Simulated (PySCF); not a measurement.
Compound: C2H7BBrN.
Structure used (PBE0-D3(BJ)/def2-SVP), in Å, numbered top down from 1:
```
atom  x, y, z in Å
C1     0.152    0.678   -1.114
N2     0.169   -0.185    0.048
C3    -0.940    0.032    0.947
B4     1.189   -1.114    0.219
Br5    1.263   -2.300    1.744
H6    -0.771    0.529   -1.700
H7     1.013    0.462   -1.758
H8     0.191    1.741   -0.817
H9    -0.874   -0.646    1.806
H10   -1.900   -0.142    0.431
H11   -0.943    1.072    1.317
H12    2.072   -1.212   -0.592
```

Method: core-valence-separated Tamm–Dancoff BHandHLYP/aug-pcX-1 (pcseg-1 on H, def2-SVPD on Br) in PySCF, non-relativistic, gas phase, PBE0-D3(BJ)/def2-SVP geometry. The energies are unshifted.

The lowest roots of each edge with f over 0.003 (five at most, numbered afresh; weaker and dark ones are left out), with transition dipoles (au) in the frame of the coordinates:

```json
{"root": "1", "edge": "C", "E (eV)": "286.28", "μx": "-0.0358", "μy": "0.0217", "μz": "0.0090"}
{"root": "2", "edge": "C", "E (eV)": "286.30", "μx": "-0.0109", "μy": "0.0300", "μz": "-0.0294"}
{"root": "3", "edge": "C", "E (eV)": "286.68", "μx": "0.0247", "μy": "0.0310", "μz": "0.0227"}
{"root": "4", "edge": "C", "E (eV)": "286.71", "μx": "-0.0238", "μy": "-0.0311", "μz": "-0.0226"}
{"root": "5", "edge": "C", "E (eV)": "287.13", "μx": "-0.0553", "μy": "0.0252", "μz": "0.0236"}
{"root": "6", "edge": "N", "E (eV)": "399.00", "μx": "0.0306", "μy": "0.0388", "μz": "0.0283"}
{"root": "7", "edge": "N", "E (eV)": "401.68", "μx": "-0.0174", "μy": "-0.0108", "μz": "0.0337"}
{"root": "8", "edge": "N", "E (eV)": "402.03", "μx": "-0.0203", "μy": "0.0131", "μz": "0.0039"}
{"root": "9", "edge": "N", "E (eV)": "402.60", "μx": "-0.0004", "μy": "0.0184", "μz": "-0.0245"}
{"root": "10", "edge": "B", "E (eV)": "188.11", "μx": "-0.0712", "μy": "-0.0902", "μz": "-0.0668"}
{"root": "11", "edge": "B", "E (eV)": "191.16", "μx": "-0.0016", "μy": "-0.0640", "μz": "0.0880"}
{"root": "12", "edge": "B", "E (eV)": "191.87", "μx": "0.0332", "μy": "-0.0126", "μz": "-0.0184"}
{"root": "13", "edge": "B", "E (eV)": "192.41", "μx": "0.0355", "μy": "-0.0046", "μz": "-0.0318"}
{"root": "14", "edge": "B", "E (eV)": "192.79", "μx": "-0.0048", "μy": "0.0231", "μz": "-0.0273"}
```

What are the oscillator strengths?

f = (2/3) ΔE |μ|², with ΔE in hartree (27.2114 eV):

| root | ΔE (Eh) | \|μ\|² (au) | f | core hole on |
| --- | --- | --- | --- | --- |
| 1 | 10.5206 | 0.001834 | 0.013 | C1/C3 |
| 2 | 10.5214 | 0.001883 | 0.013 | C1/C3 |
| 3 | 10.5352 | 0.002086 | 0.015 | C3 |
| 4 | 10.5366 | 0.002044 | 0.014 | C1 |
| 5 | 10.5519 | 0.004250 | 0.030 | C1 |
| 6 | 14.6632 | 0.003243 | 0.032 | N2 |
| 7 | 14.7615 | 0.001555 | 0.015 | N2 |
| 8 | 14.7742 | 0.000599 | 0.006 | N2 |
| 9 | 14.7952 | 0.000939 | 0.009 | N2 |
| 10 | 6.9130 | 0.017668 | 0.081 | B4 |
| 11 | 7.0249 | 0.011843 | 0.055 | B4 |
| 12 | 7.0512 | 0.001600 | 0.008 | B4 |
| 13 | 7.0709 | 0.002293 | 0.011 | B4 |
| 14 | 7.0850 | 0.001302 | 0.006 | B4 |

Molecules are fixed in this frame and the field points along (1, 0, −1)/√2. What effective strengths 3 f cos²θ do the roots have (θ between field and μ)?

root 1 (C1/C3): 0.021, root 2 (C1/C3): 0.004, root 3 (C3): 0.000, root 4 (C1): 0.000, root 5 (C1): 0.066, root 6 (N2): 0.000, root 7 (N2): 0.039, root 8 (N2): 0.009, root 9 (N2): 0.009, root 10 (B4): 0.000, root 11 (B4): 0.056, root 12 (B4): 0.019, root 13 (B4): 0.032, root 14 (B4): 0.004. Root 5 is the strongest. Averaged over all orientations cos²θ is 1/3, which gives f back.

 The BHandHLYP/aug-pcX-1 (pcseg-1 on H, def2-SVPD on Br) calculation is non-relativistic and has no spin–orbit coupling, an omission that weighs most on bromine.
